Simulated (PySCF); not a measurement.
B3LYP has the VWN-RPA correlation part, as in Gaussian. Delta-SCF ions had no search for a lower state. Excitations are Tamm–Dancoff values on a coarser integration grid. The basis has no diffuse functions, so Rydberg states are missing or too high.

H₉AlSi₃, SMILES `[SiH3][Al]([SiH3])[SiH3]` (charge 0, multiplicity 1)

Calculation: B3LYP-D3(BJ)/def2-TZVP run with PySCF 2.14.0.

The HOMO is -7.10 eV, the dipole moment is 0.17 D and the HOMO–LUMO gap is 4.32 eV. The LUMO is -2.78 eV. The S1 excitation (TDA) is 3.35 eV and the S1 oscillator strength comes out as 0.000. The T1 excitation (TDA) is 2.84 eV. The S1–T1 gap (TDA) is 0.50 eV, the vertical ionisation energy (Delta-SCF) is 8.94 eV and the total energy comes out as -1116.4400 Ha. The cost is very roughly 5 core-minutes.

```xyz
13

Si     2.4483    -0.4805     0.1426
Al     0.0427     0.0141    -0.0298
Si    -0.8142     2.3054    -0.3170
Si    -1.5989    -1.8148     0.1489
H      2.7729    -0.8906     1.5369
H      2.8248    -1.6154    -0.7429
H      3.3242     0.6699    -0.1993
H     -1.9460     2.3534    -1.2812
H     -1.3318     2.8029     0.9879
H      0.2174     3.2692    -0.7812
H     -0.9901    -3.1362     0.4517
H     -2.5992    -1.5265     1.2125
H     -2.3502    -1.9511    -1.1293
```
Charge 0, spin multiplicity 1.
